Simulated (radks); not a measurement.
Q: Pd XXXVI, configuration [Ne] 3s1. Method: Dirac Kohn-Sham, PBE, spin-unpolarised, spherical densities, finite nucleus; Fermi nuclear charge, rms radius 4.5318 fm; computed with a radial shooting solver on a logarithmic mesh with Libxc functionals. Some entries of the table are withheld. Estimate them.

| orbital | occ. | eigenvalue (eV) | <r> (bohr) | r(max) (bohr) |
|---|---|---|---|---|
| 1s1/2 | 2 | (1) | 0.03183 | 0.02065 |
| 2s1/2 | 2 | -5487.634 | 0.1354 | 0.1159 |
| 2p1/2 | 2 | -5260.538 | (2) | (3) |
| 2p3/2 | 4 | -5094.624 | (4) | (5) |
| 3s1/2 | 1 | -2218.187 | (6) | 0.3111 |

A: 
(1) 1s1/2 eigenvalue (eV): -26237.26
(2) 2p1/2 <r> (bohr): 0.1147
(3) 2p1/2 r(max) (bohr): 0.08953
(4) 2p3/2 <r> (bohr): 0.1194
(5) 2p3/2 r(max) (bohr): 0.09358
(6) 3s1/2 <r> (bohr): 0.3270
